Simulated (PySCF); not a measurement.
## Working out the ionisation energy of Kr⁺

Kr⁺ [Ar] 3d10 4s2 4p5 (2P) → Kr²⁺ [Ar] 3d10 4s2 4p4 (3P). Calculation: PySCF 2.14, in aug-cc-pVTZ-PP with ECP10MDF; a scalar-relativistic core potential. Frozen: 3s2 3p6 3d10. Energies in hartree (1 hartree = 27.21139 eV):

```tsv
part	Kr⁺ (lower)	Kr²⁺ (upper)
UHF	-461.718388	-460.864347
CCSD correlation	-0.160859	-0.129571
(T)	-0.004297	-0.003082
```

Task: What does Hartree-Fock give?

Result: (-460.864347) − (-461.718388) = 0.854041 hartree = 23.240 eV.

Task: What do CCSD and CCSD(T) give?

Result: The CCSD correlation energies differ by 0.031288 hartree = 0.851 eV and the triples by 0.001215 hartree = 0.033 eV, so CCSD gives 24.091 eV and CCSD(T) 24.124 eV.

Reference: 24.360 eV (measured; NIST Atomic Spectra Database, ionization energies), between the lowest levels; spin-orbit coupling is absent from the calculation.

What remains against the reference includes basis incompleteness, the frozen core and higher excitations.
